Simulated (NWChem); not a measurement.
System: PbHOCl, singlet; SMILES [OH][Pb][Cl]

Input file for NWChem:

```
start job
memory heap 200 mb stack 900 mb global 1100 mb
geometry units angstroms noautoz
  Pb     0.185115     0.365937     0.000000
  Cl    -0.194591    -2.088713     0.000000
  O     -1.857567     0.867010     0.000000
  H     -2.009582     1.820919     0.000000
end
basis spherical
  * library def2-svpd
end
ecp
  Pb library def2-ecp
end
dft
  xc b3lyp
  iterations 150
end
tddft
  cis
  nroots 6
  notriplet
end
task tddft energy
```

NWChem printed, in part:

```
             Northwest Computational Chemistry Package (NWChem) 7.3.0
             --------------------------------------------------------

 CS  symmetry detected

                             Geometry "geometry" -> ""
                             -------------------------

 Output coordinates in angstroms (scale by  1.889725989 to convert to a.u.)

  No.       Tag          Charge          X              Y              Z
 ---- ---------------- ---------- -------------- -------------- --------------
    1 Pb                  82.0000     0.23442109     0.33368917     0.00000000
    2 Cl                  17.0000    -0.16742572    -2.11743351     0.00000000
    3 O                    8.0000    -1.80365488     0.85317951     0.00000000
    4 H                    1.0000    -1.94705347     1.80842178     0.00000000

 Effective nuclear repulsion energy (a.u.)     506.2079924422

      Symmetry information
      --------------------

 Group name             Cs
 Group number              2
 Group order               2
 No. of unique centers     4

                                 NWChem DFT Module
                                 -----------------

 Summary of "ao basis" -> "ao basis" (spherical)
 ------------------------------------------------------------------------------
       Tag                 Description            Shells   Functions and Types
 ---------------- ------------------------------  ------  ---------------------
 Pb                        def2-svpd                12       32   5s4p3d
 Cl                        def2-svpd                11       27   5s4p2d
 O                         def2-svpd                 9       23   4s3p2d
 H                         def2-svpd                 4        8   2s2p

      Symmetry analysis of basis
      --------------------------

        a'         63
        a"         27

[...]

                                NWChem TDDFT Module
                                -------------------

            General Information
            -------------------
           No. of orbitals :     180
            Alpha orbitals :      90
             Beta orbitals :      90
        Alpha frozen cores :       0
         Beta frozen cores :       0
     Alpha frozen virtuals :       0
      Beta frozen virtuals :       0
         Spin multiplicity :       1
    Number of AO functions :      90
        Use of symmetry is : off
      Symmetry adaption is : on
         Schwarz screening :  0.10D-07

              XC Information
              --------------
                  B3LYP Method XC Potential
              Hartree-Fock (Exact) Exchange   0.20
                 Slater Exchange Functional   0.80 local
             Becke 1988 Exchange Functional   0.72 non-local
       Lee-Yang-Parr Correlation Functional   0.81
           VWN I RPA Correlation Functional   0.19 local

             TDDFT Information
             -----------------
          Calculation type : Tamm-Dancoff TDDFT
         Wavefunction type : Restricted singlets
          No. of electrons :      48
           Alpha electrons :      24
            Beta electrons :      24
              No. of roots :       6
          Max subspacesize :    5200
            Max iterations :     100
               Target root :       1
           Target symmetry : none
      Symmetry restriction : off
                 Algorithm : Optimal
        Davidson threshold :  0.10D-03

    6 smallest eigenvalue differences (eV)
--------------------------------------------------------
  No. Spin  Occ  Vir  Irrep   E(Occ)    E(Vir)   E(Diff)
--------------------------------------------------------
    1    1   24   25 a"       -0.284    -0.111     4.720
    2    1   23   25 a'       -0.299    -0.111     5.132
    3    1   22   25 a"       -0.303    -0.111     5.235
    4    1   21   25 a'       -0.317    -0.111     5.630
    5    1   20   25 a"       -0.341    -0.111     6.280
    6    1   24   26 a'       -0.284    -0.049     6.407
--------------------------------------------------------

  Entering Davidson iterations
  Restricted singlet excited states

  Iter   NTrls   NConv    DeltaV     DeltaE      Time
  ----  ------  ------  ---------  ---------  ---------
    1      6       0     0.17E+00   0.10+100       28.7
    2     12       0     0.63E-01   0.33E-01       30.8
    3     18       0     0.17E-01   0.70E-02       24.2
    4     24       1     0.79E-02   0.86E-03       21.0
    5     29       2     0.54E-02   0.27E-03       16.8
    6     33       5     0.12E-02   0.36E-04       19.9
    7     34       5     0.27E-03   0.14E-05       17.6
    8     35       6     0.49E-04   0.61E-07       15.7
  ----  ------  ------  ---------  ---------  ---------
  Convergence criterion met

  Ground state a'       -728.867746344802 a.u.

  ----------------------------------------------------------------------------
  Root   1 singlet a"             0.139690244 a.u.                3.8012 eV
  ----------------------------------------------------------------------------
     Transition Moments    X -0.00000   Y  0.00000   Z -0.42943
     Dipole Oscillator Strength                    0.0171737818
     Electric Quadrupole                           0.0000000423
     Magnetic Dipole                               0.0000012610
     Total Oscillator Strength                     0.0171750851

[...]
```

Level: B3LYP/def2-SVPD with def2 effective core potentials on Pb, TDA. Low-valent species are run as closed-shell singlets; no triplet was tried in these runs. Structure relaxed at the PBE0/def2-SVP level. Not confirmed as a minimum by frequencies. B3LYP is NWChem's, with the RPA form of VWN correlation. def2 effective core potentials on Pb; no spin-orbit coupling.
